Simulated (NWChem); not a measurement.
# Total energies of HO₃S

SMILES: O=[S](=O)O
```xyz
5

O     -0.3690     1.4358     0.1278
S     -0.1546     0.0109    -0.2681
O     -0.9912    -1.1073     0.2360
O      1.4266    -0.4045     0.1582
H      1.9414     0.4330     0.1137
```
Charge 0, spin multiplicity 2.

All runs are NWChem calculations. Structure: optimised with UPBE/def2-SVP, a minimum by its harmonic frequencies. It is one conformer; others weren't searched.

Basis set: 6-311G** (86 functions).

```tsv
method	total energy (Ha)	relative cost
UHF	-622.62377	1
UMP2	-623.37008	under 3
UB2PLYP	-624.11783	under 3
UPBE	-624.05824	under 3
UB3LYP	-624.44760	under 3
UM06-2X	-624.31720	under 3
```

Total energies of different functionals aren't comparable as a measure of quality: only differences taken within one method are. The cost column gives rough processor time relative to UHF; each entry includes its own SCF.

The correlated methods keep 8 core orbitals frozen. B3LYP has NWChem's definition, with VWN1-RPA local correlation. The Pople sets run with spherical d functions. The structure started from a generated list of species. No SCF solution was tested for a lower state. Open-shell Hartree-Fock references start from PBE0 orbitals; any time given for them includes that run.
